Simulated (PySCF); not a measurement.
# Nonlinear optical response: SMILES CC=C=C(C)C#N, C6H7N

Molfile (atoms numbered from 1):
```
C6H7N
     RDKit          3D

 14 13  0  0  0  0  0  0  0  0999 V2000
    2.2557   -0.3603    0.3659 C   0  0  0  0  0  0  0  0  0  0  0  0
    1.0903   -0.4052   -0.5760 C   0  0  0  0  0  0  0  0  0  0  0  0
   -0.1463   -0.1167   -0.2687 C   0  0  0  0  0  0  0  0  0  0  0  0
   -1.3960    0.1729    0.0489 C   0  0  0  0  0  0  0  0  0  0  0  0
   -2.3961   -0.8391    0.5502 C   0  0  0  0  0  0  0  0  0  0  0  0
   -1.8440    1.5308   -0.0894 C   0  0  0  0  0  0  0  0  0  0  0  0
   -2.2402    2.6167   -0.1874 N   0  0  0  0  0  0  0  0  0  0  0  0
    2.7406   -1.3476    0.4271 H   0  0  0  0  0  0  0  0  0  0  0  0
    1.9490   -0.0566    1.3755 H   0  0  0  0  0  0  0  0  0  0  0  0
    3.0140    0.3511    0.0022 H   0  0  0  0  0  0  0  0  0  0  0  0
    1.2944   -0.6994   -1.6153 H   0  0  0  0  0  0  0  0  0  0  0  0
   -2.7634   -0.5571    1.5489 H   0  0  0  0  0  0  0  0  0  0  0  0
   -1.9361   -1.8336    0.6086 H   0  0  0  0  0  0  0  0  0  0  0  0
   -3.2660   -0.8880   -0.1226 H   0  0  0  0  0  0  0  0  0  0  0  0
  1  2  1  0
  2  3  2  0
  3  4  2  0
  4  5  1  0
  4  6  1  0
  6  7  3  0
  1  8  1  0
  1  9  1  0
  1 10  1  0
  2 11  1  0
  5 12  1  0
  5 13  1  0
  5 14  1  0
M  END
```

Method: quadratic response CAM-B3LYP/def2-TZVPD first hyperpolarisability, Taylor convention, gas phase (PySCF 2.14.0). Geometry: PBE0-D3(BJ)/def2-SVP.

Give β for the processes computed.

In au, Taylor convention; the vector part is βᵢ = ⅓ Σⱼ (βᵢⱼⱼ + βⱼᵢⱼ + βⱼⱼᵢ); β∥ is 3/5 of the vector part along the dipole, the dipole points from − to +:
```
                   process  λ (nm)  β vector norm     β∥  β HRS  depolarisation ratio
           static β(0;0,0)       ∞           52.0  -17.2   28.6                  2.73
second harmonic β(−2ω;ω,ω)    1907           56.4  -19.1   30.6                  2.79
         Pockels β(−ω;ω,0)    1907           53.4  -17.8      –                     –
second harmonic β(−2ω;ω,ω)    1064           68.3  -24.1   35.9                  2.90
         Pockels β(−ω;ω,0)    1064           56.8  -19.2      –                     –
```

Which lowest excitations, dipole and polarisabilities go with it?

S1 5.33 eV (f = 0.000); S2 5.80 eV (f = 0.000); S3 6.21 eV (f = 0.399); dipole 4.82 D; isotropic α 83.9 au static, 84.3 au at 1907 nm, 85.0 au at 1064 nm, 85.2 au at 953.5 nm, 88.4 au at 532 nm.
